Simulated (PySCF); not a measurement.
Species: cyclohexanone, C₆H₁₀O.
SMILES: `O=C1CCCCC1`

A PySCF run (density fitting, gas phase, GFN2-xTB geometry) gave HOMO -6.95 eV, LUMO -0.38 eV, dipole 3.24 D and E = -309.490 Eh.

Question: Which of these levels was it?
A. BLYP/6-31++G**
B. BHandHLYP/pcSseg-1
C. PBE0/pcSseg-1
D. wB97X-D/def2-SVPD

Answer: C. It is PBE0/pcSseg-1. All candidates on this geometry:

```tsv
level and settings	kind	basis functions	SCF cycles	E (Eh)	HOMO (eV)	LUMO (eV)	dipole (D)
BLYP/6-31++G**, start guess sap, level shift 0.3 Eh	GGA	186	21	-309.7523	-5.30	-1.48	3.37
PBE0/pcSseg-1	global hybrid	169	13	-309.4904	-6.95	-0.38	3.24
BHandHLYP/pcSseg-1	global hybrid	169	12	-309.6628	-8.47	0.82	3.39
wB97X-D/def2-SVPD	range-separated hybrid	223	14	-309.5837	-8.92	1.33	3.47
```

The nearest other candidate, by the summed differences of HOMO and LUMO, is BHandHLYP/pcSseg-1: its HOMO differs by -1.52 eV and its LUMO by +1.20 eV. wB97X-D ran without the empirical dispersion term, which would shift the total energy alone. Cycle counts include a coarse-grid stage where the run had one. All basis functions are spherical, in the Pople sets too.
